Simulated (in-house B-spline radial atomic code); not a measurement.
Configurations of the ruthenium ion Ru⁺, with energies counted from [Kr] 4d7. Method: Dirac-Hartree-Fock, average of configuration, Fermi nucleus of rms radius 4.4809 fm. Calculated with an all-electron radial atomic-structure program (B-spline basis). Energies include first-order Breit, QED and recoil terms.

Occupations are held fixed; configurations that lie above the ionisation limit could autoionise.

```csv
configuration,E - E(ref) (eV),highest orbital,its <r> (bohr)
[Kr] 4d6 4f1,12.749,4f5/2,8.862
[Kr] 4d6 5g1,13.996,5g9/2,13.75
[Kr] 4d6 8p1,14.341,8p3/2,21.94
[Kr] 4d6 7g1,15.062,7g7/2,31.74
[Ar] 3d10 4s2 4p5 4d7 6s1,56.91,6s1/2,6.997
[Ar] 3d10 4s2 4p5 4d7 7f1,61.729,7f5/2,33.36
[Ar] 3d10 4s2 4p5 4d7 8f1,61.992,8f5/2,44.55
```

Q: Order these further configurations by energy, lowest first.
A. [Kr] 4d6 6g1
B. [Ar] 3d10 4s2 4p5 4d7 5s1
C. [Ar] 3d10 4s2 4p5 4d7 6g1
D. [Kr] 4d6 8s1
E. [Kr] 4d6 5f1

A: E (13.978 eV), D (14.046 eV), A (14.661 eV), B (48.7 eV), C (61.338 eV).

Q: How far above the reference does [Kr] 4d6 6s1 lie?

A: 10.273 eV; its least bound orbital is 6s1/2 with <r> = 7.04 bohr.

Q: How far above the reference does [Kr] 4d6 6f1 lie?

A: 14.649 eV; its least bound orbital is 6f5/2 with <r> = 23.71 bohr.

Q: How far above the reference does [Ar] 3d10 4s2 4p5 4d7 5f1 lie?

A: 60.653 eV; its least bound orbital is 5f5/2 with <r> = 15.5 bohr.
